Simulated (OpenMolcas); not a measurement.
# OpenMolcas run: Sn I

Input:

```
&GATEWAY
Coord
1

Sn 0.0 0.0 0.0
Basis=ANO-RCC-VTZP
Group=XYZ
NoMove
AngMom=0.0 0.0 0.0
AMFI
&SEWARD
&RASSCF
FileOrb=start.orb
Symmetry=1
Spin=3
nActEl=4 0 0
Inactive=14 9
Ras2=1 3
CIRoot=3 3 1
SDav=6
CIMx=300
Iter=120 100
PrWF=0.3
OrbListing=Nothing
MaxOrb=0
Atom
>>> COPY $Project.JobIph JOB001
&RASSCF
FileOrb=start.orb
Symmetry=1
Spin=1
nActEl=4 0 0
Inactive=14 9
Ras2=1 3
CIRoot=6 6 1
SDav=12
CIMx=300
Iter=120 100
PrWF=0.3
OrbListing=Nothing
MaxOrb=0
Atom
>>> COPY $Project.JobIph JOB002
&RASSCF
FileOrb=start.orb
Symmetry=2
Spin=5
nActEl=4 0 0
Inactive=14 9
Ras2=1 3
CIRoot=1 1 1
SDav=1
CIMx=300
Iter=120 100
PrWF=0.3
OrbListing=Nothing
MaxOrb=0
Atom
>>> COPY $Project.JobIph JOB003
&RASSCF
FileOrb=start.orb
Symmetry=2
Spin=3
nActEl=4 0 0
Inactive=14 9
Ras2=1 3
CIRoot=5 5 1
SDav=9
CIMx=300
Iter=120 100
PrWF=0.3
OrbListing=Nothing
MaxOrb=0
Atom
>>> COPY $Project.JobIph JOB004
&RASSI
NrOfJobIphs=4 3 6 1 5
1 2 3
1 2 3 4 5 6
1
1 2 3 4 5
IphNames
JOB001
JOB002
JOB003
JOB004
EJob
SpinOrbit
DIPRint=1.0
SOCoupling=1000.0
Subsets=2
MEES
Property=10
'ANGMOM' 1 'ANGMOM' 2 'ANGMOM' 3 'MLTPL  1' 1 'MLTPL  1' 2 'MLTPL  1' 3
'AMFI' 1 'AMFI' 2 'AMFI' 3 'MLTPL  2' 6
SOProperty=3
'ANGMOM' 1 'ANGMOM' 2 'ANGMOM' 3
```

A driver script runs the steps one by one and writes start.orb anew before each from the orbitals found so far.

Output, cut to the results:

```
--- SEWARD ---
Basis set label: SN.ANO-RCC...7S6P4D2F1G.

      Electronic valence basis set:
      ------------------
      Associated Effective Charge  50.000000 au
      Associated Actual Charge     50.000000 au
      Nuclear Model: Point charge

      Shell  nPrim  nBasis  Cartesian Spherical Contaminant
         s      22       7        X
         p      19       6        X
         d      13       4                 X
         f       5       2                 X
         g       3       1                 X
                  Relativistic Douglas-Kroll-Hess integrals:
                    - DKH order of Hamiltonian: 2
                    - DKH order of Properties : 0
                  Atomic mean-field integrals
--- RASSCF ---
Wave function specifications:
      -----------------------------

      Number of closed shell electrons          46
      Number of electrons in active shells       4
      Max number of holes in RAS1 space          0
      Max nr of electrons in RAS3 space          0
      Number of inactive orbitals               23
      Number of active orbitals                  4
      Number of secondary orbitals              41
      Spin quantum number                      1.0
      State symmetry                             1
Orbital specifications:
      -----------------------

      Symmetry species                           1   2
                                                ag  au
      Frozen orbitals                            0   0
      Inactive orbitals                         14   9
      Active orbitals                            1   3
      RAS1 orbitals                              0   0
      RAS2 orbitals                              1   3
      RAS3 orbitals                              0   0
      Secondary orbitals                        21  20
      Deleted orbitals                           0   0
      Number of basis functions                 36  32
      Number of CSFs                             6
      Number of root(s) required                 3
      Iter CI   SX   CI       RASSCF       Energy    max ROT     max BLB   max BLB  Level Ln srch  Step   QN
          iter iter root      energy       change     param      element    value   shift minimum  type update
 Nr of preliminary CI iterations:   1
      Total energies have been shifted. Add                -6000.00 au
        1   1   10    0  -172.45246312    0.00E+00   1.22E-02   13  21 1 -2.36E-02*  0.00   0.00    SX    NO
        2   1   10    0  -172.45299660   -5.33E-04*  5.16E-03   13  26 1 -1.14E-02*  0.00   0.00    SX    NO
        3   1   10    0  -172.45311280   -1.16E-04*  3.33E-03   13  21 1 -7.08E-03*  0.00   0.00    SX    NO
        4   1   10    0  -172.45315344   -4.06E-05*  1.89E-03   13  21 1  4.12E-03*  0.00   0.00    SX    NO
        5   1   10    0  -172.45316843   -1.50E-05*  7.35E-04   13  21 1 -2.57E-03*  0.00   0.62    QN   YES
        6   1    7    0  -172.45317732   -8.89E-06*  1.85E-05   15  16 1  3.00E-05   0.00   1.00    QN   YES
        7   1    5    0  -172.45317732   -1.13E-09   7.80E-06   15  16 1  9.44E-06   0.00   1.34    QN   YES
      Convergence after  7 iterations
        8   1    5    0  -172.45317732   -8.82E-11   7.80E-06   13  21 1  4.94E-07   0.00   1.34    QN   YES
      Natural orbitals and occupation numbers for root  1
      sym 1:   1.973642
      sym 2:   1.000000   0.026358   1.000000
      Natural orbitals and occupation numbers for root  2
      sym 1:   1.973642
      sym 2:   1.000000   1.000000   0.026358
      Natural orbitals and occupation numbers for root  3
      sym 1:   1.973642
      sym 2:   0.026358   1.000000   1.000000
::    RASSCF root number  1 Total energy:  -6172.45317732
::    RASSCF root number  2 Total energy:  -6172.45317732
::    RASSCF root number  3 Total energy:  -6172.45317732
--- RASSCF ---
Wave function specifications:
      -----------------------------

      Number of closed shell electrons          46
      Number of electrons in active shells       4
      Max number of holes in RAS1 space          0
      Max nr of electrons in RAS3 space          0
      Number of inactive orbitals               23
      Number of active orbitals                  4
      Number of secondary orbitals              41
      Spin quantum number                      0.0
      State symmetry                             1
Orbital specifications:
      -----------------------

      Symmetry species                           1   2
...
--- RASSI ---
SPIN-FREE ENERGIES:
  (Shifted by EMIN (a.u.) =      -6172.4531773222)

 SF State       Relative EMIN(au)   Rel lowest level(eV)    D:o, cm**(-1)      L_eff

     1             0.0000000000        0.0000000000              0.0000         1.0
     2             0.0000000000        0.0000000000              0.0000         1.0
     3             0.0000000005        0.0000000126              0.0001         1.0
     4             0.0351868223        0.9574822125           7722.6149         2.0
     5             0.0351868223        0.9574822125           7722.6149         2.0
     6             0.0351868223        0.9574822125           7722.6149         2.0
     7             0.0351868229        0.9574822279           7722.6150         2.0
     8             0.0351868229        0.9574822279           7722.6150         2.0
     9             0.0661846477        1.8009760119          14525.8512         0.0
    10             0.1165629285        3.1718388703          25582.6058         0.0
    11             0.2405495808        6.5456875551          52794.5306         2.0
    12             0.2405495808        6.5456875551          52794.5306         2.0
    13             0.2405495808        6.5456875551          52794.5306         2.0
    14             0.2405495808        6.5456875551          52794.5306         2.0
    15             0.2405495808        6.5456875551          52794.5306         2.0
     Dipole printing threshold changed to   1.00000000E+00

++ Dipole transition strengths (spin-free states):
   -----------------------------------------------
     for osc. strength at least  1.00000000E+00

  ( Max oscillator strength is only   0.14501690631385744      )
--
Eigenvalues of complex Hamiltonian:
   -----------------------------------
  (Shifted by EMIN (a.u.) =      -6172.4531773222)

 SO State       Relative EMIN(au)   Rel lowest level(eV)    D:o, cm**(-1)     J-value

...
```

The J values that RASSI prints are effective ones from its own formula and need not be integers or half-integers; the table below assigns J from the states.

Levels above the lowest, from the spin-orbit matrix, grouped by J:

```csv
Configuration,Term,J,E (cm⁻¹),Measured (cm⁻¹),Term weight %
5s² 5p²,³P,0,0.0,0.0,97
5s² 5p²,³P,1,1450,1692,100
5s² 5p²,³P,2,3141,3428,96
5s² 5p²,¹D,2,10425,8613,96
5s² 5p²,¹S,0,17425,17162,97
5s 5p³,⁵S°,2,28014,39626,100
```

Against the 5 measured excited levels shown (NIST Handbook of Basic Atomic Spectroscopic Data) the mean absolute deviation is 2800 cm-1; the largest miss in energy is 5s 5p³ ⁵S°₂: computed 28014, measured 39626 cm⁻¹ (-29.3 %).

Terms of s pⁿ other than that of highest spin mix with s² pⁿ⁻² d, which this space lacks; all of them can be thousands of cm-1 off, and some have no real level of that name. Computed and measured levels are paired by configuration, term and J; levels that our copy of the source lacks, or whose pairing is in doubt (as where it misses far off the trend of its configuration), stay unpaired and out of the deviations. Only configurations of the active space appear. The first state left out of the spin-orbit step lies near 61000 cm-1 above the lowest spin-free state of the reference (among the parities and spins computed), and the list stops at four fifths of that energy or lower.

The term weight is that of the spin-free term in the level, not the purity of its configuration. ° marks odd parity.
